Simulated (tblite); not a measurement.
C₄H₇N₃SSi.
Atom-mapped SMILES: `[CH3:1][S:2][c:3]1[cH:4][n:5][c:6]([SiH3:7])[n:8][n:9]1` (hydrogens: H10, H11, H12 on C1; H13 on C4; H14, H15, H16 on Si7)

Structure used (GFN2-xTB), in Å, numbered top down from 1:
```
atom  x, y, z in Å
C1     3.0764    1.3568   -0.7017
S2     2.6931   -0.4093   -0.8534
C3     1.0256   -0.4015   -0.3613
C4     0.2701   -1.5910   -0.3168
N5    -0.9810   -1.5529    0.0551
C6    -1.4848   -0.3471    0.3822
Si7   -3.2961   -0.2731    0.9254
N8    -0.7850    0.7690    0.3450
N9     0.4665    0.7529   -0.0241
H10    2.4236    1.9168   -1.3629
H11    2.9209    1.6649    0.3269
H12    4.1158    1.4734   -0.9897
H13    0.6965   -2.5486   -0.5855
H14   -3.4377   -1.1335    2.1001
H15   -4.1066   -0.7881   -0.1782
H16   -3.6048    1.1202    1.2275
```

Level: GFN2-xTB in tblite, geometry and Hessian alike; calculated harmonic values, unscaled, isolated species. Against measured fundamentals such values can be off by several per cent, at times by over 20. Modes of hydrogen on silicon can be 10 to 20 % off. One conformer, not necessarily the lowest.

Harmonic wavenumbers (cm⁻¹): 31.2, 45.1, 83.7, 95.8, 116.4, 188.0, 222.3, 300.9, 314.6, 356.7, 382.5, 538.7, 541.7, 552.5, 620.4, 732.7, 752.9, 754.9, 762.5, 778.0, 802.1, 866.0, 950.5, 954.4, 1046.5, 1103.3, 1151.8, 1220.7, 1299.8, 1311.6, 1331.6, 1423.6, 1430.0, 1447.5, 1520.2, 2270.2, 2272.4, 2313.8, 3046.2, 3046.9, 3053.0, 3067.6.

A = 4029, B = 587.0, C = 517.1 MHz; mass 157.013 u (most abundant isotopes); point group Cs, symmetry number 1.

Q: Zero-point energy?

A: ½Σν̃ = 22551 cm⁻¹ = 64.47 kcal/mol.

Q: Entropy at 500 K, 1 bar (ideal gas, RRHO, classical rotation)?

A: Translation 43.66, rotation 31.49, vibration 55.01: S = 130.2 cal/(mol K).

Q: And Cp and H(500 K) − H(0)?

A: Cp = 55.16 cal/(mol K), of which vibrations give 47.21 (their classical limit is 42 R = 83.5); H(500 K) − H(0) = 17.14 kcal/mol without the zero-point energy, 13.17 from vibrations.

Q: Which modes carry the vibrational entropy at 500 K?

A: 31.2 cm⁻¹: 6.78; 45.1 cm⁻¹: 6.05; 83.7 cm⁻¹: 4.82; 95.8 cm⁻¹: 4.55; 116.4 cm⁻¹: 4.17; 188.0 cm⁻¹: 3.23 cal/(mol K); the other 36 give 25.41 together.

Q: How do the functions run with temperature in this model?

A: 
| T (K) | S (cal/(mol K)) | Cp (cal/(mol K)) | H − H(0) (kcal/mol) | G − H(0) (kcal/mol) | ln q(vib) |
| --- | --- | --- | --- | --- | --- |
| 150 | 83.8 | 25.5 | 2.62 | -9.96 | 4.40 |
| 250 | 99.1 | 35.2 | 5.65 | -19.12 | 7.45 |
| 298.15 | 105.7 | 39.8 | 7.46 | -24.06 | 8.85 |
| 400 | 118.6 | 48.3 | 11.96 | -35.49 | 11.72 |
| 600 | 140.7 | 60.6 | 22.94 | -61.49 | 17.02 |
| 900 | 167.6 | 71.6 | 42.94 | -107.90 | 24.16 |

q(vib) and H(0) count from the zero-point level.

Hindered rotation and anharmonicity are outside this model. Other conformers, if any are populated, would add a mixing term that is left out.
